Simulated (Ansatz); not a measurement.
`O=C=[N][AlH2]` + H–F → `[F][AlH2]` + `N=C=O`  (ligand exchange at the Al–N bond)

Program: Ansatz. Geometries: PBE0-D4/def2-TZVP. ΔE: electronic, gas phase. CCSD(T)/CBS adds triple-zeta CCSD(T) − MP2 to the extrapolated MP2 energy (def2 sets, frozen cores). This one scheme is used for every species. DFT in def2-TZVPP. One conformer a species, not always the lowest.

Problem. Is it downhill or uphill in electronic energy at CCSD(T)/CBS, and by how much? (Estimate.)

Solution. Computed: Downhill: ΔE = -38.3 kJ/mol.

Problem. What do these levels give: revPBE-D4, ωB97M-V, revPBE, LC-ωPBE, RPA@PBE/def2-TZVPP, MP2/def2-TZVPP? (Best estimate.)

Solution. Ansatz gave: revPBE-D4 -40.6, ωB97M-V -42.0, revPBE -45.9, LC-ωPBE -42.7, RPA@PBE/def2-TZVPP -41.1, MP2/def2-TZVPP -35.5 kJ/mol.

Largest T1 diagnostic among the species: 0.018.

Leaving LDA and LC-ωPBE aside and taking each functional with its dispersion term where it has one, the values, not all of them listed here, spread over 11.3 kJ/mol, from BLYP-D4 to PBE-QIDH. LDA lies +3.2 kJ/mol from PBE without D4. From PBE to PBE0 (25 % exact exchange), in def2-TZVPP and without D4, ΔE moves by +6.5 kJ/mol.
